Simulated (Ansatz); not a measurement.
**Ag⁺ ··· CH2O**

The pair of Ag⁺ (SMILES [Ag+], atom 1) and CH2O (SMILES C=O, atoms 2–5), both closed shells, in one local arrangement (a lower one may exist), relaxed at PBE0-D4/def2-TZVP:

```xyz
5
angstrom
Ag -0.0116 -0.0379 -2.5658
C 0.0190 0.0114 0.6571
O -0.5258 -0.0611 -0.4239
H 1.1072 0.1269 0.7618
H -0.5889 -0.0394 1.5708
```

Ansatz 0.2.0; basis: def2-TZVPPD, with def2-QZVPPD for the basis limit; cores frozen in the correlated methods. Filled d shells of the heavier atoms are correlated. Core potentials replace the inner electrons of the atoms past krypton. B3LYP uses VWN-RPA correlation. Extrapolation: Hartree–Fock as exp(−7.88 √X), correlation as X^−2.97. Interaction energies count from these two fragments, frozen as in the pair, with the counterpoise correction; negative means bound.

Task: What is the interaction energy by CCSD(T) at an estimated basis limit (MP2 extrapolated from triple and quadruple zeta, plus CCSD(T) − MP2 in triple zeta)? (An estimate is asked for; the value comes from the calculation.)

Result: The calculation gives: -31.30 kcal/mol. Hartree–Fock alone gives -25.04 kcal/mol at the basis limit. It counts from the two fragments frozen as in the pair.

The same quantity by other methods in triple zeta, and each one's difference from that estimate:
| method | E_int (kcal/mol) | difference |
| --- | --- | --- |
| PBE-D4 | -34.64 | -3.34 |
| revPBE-D4 | -31.72 | -0.42 |
| BLYP-D4 | -34.77 | -3.48 |
| r2SCAN-D4 | -35.14 | -3.84 |
| B97M-V | -33.31 | -2.02 |
| PBE0-D4 | -32.20 | -0.90 |
| B3LYP-D4 | -33.20 | -1.90 |
| HSE06-D4 | -32.13 | -0.83 |
| wB97X-V | -31.37 | -0.07 |
| wB97M-V | -30.99 | 0.31 |
| B2PLYP | -30.76 | 0.54 |
| HF | -24.64 | 6.65 |
| MP2 | -29.17 | 2.12 |
| CCSD | -27.84 | 3.45 |
| CCSD(T) | -28.33 | 2.97 |
Differences are method less estimate.

Task: Which atoms make the shortest contact between the fragments?

Result: Ag1 and O3, 2.20 Å apart.

Basis-set superposition shift (counterpoise-corrected less uncorrected): CCSD(T) 1.66; MP2 1.56; HF 0.05; PBE0-D4 0.06; wB97M-V 0.07 kcal/mol.

The T1 diagnostic stays at or below 0.017.

For scale, one of the runs: CCSD(T)/def2-TZVPPD, 167 basis functions, launched by `ansatz run in.yaml --threads 2 --pin off --events-out ev --progress --plain --max-ram 5222MiB`. Hardware: 2 CPU threads of an Arm Neoverse V1, shared host. Wall time 65 s; peak host memory 1.7 GiB.
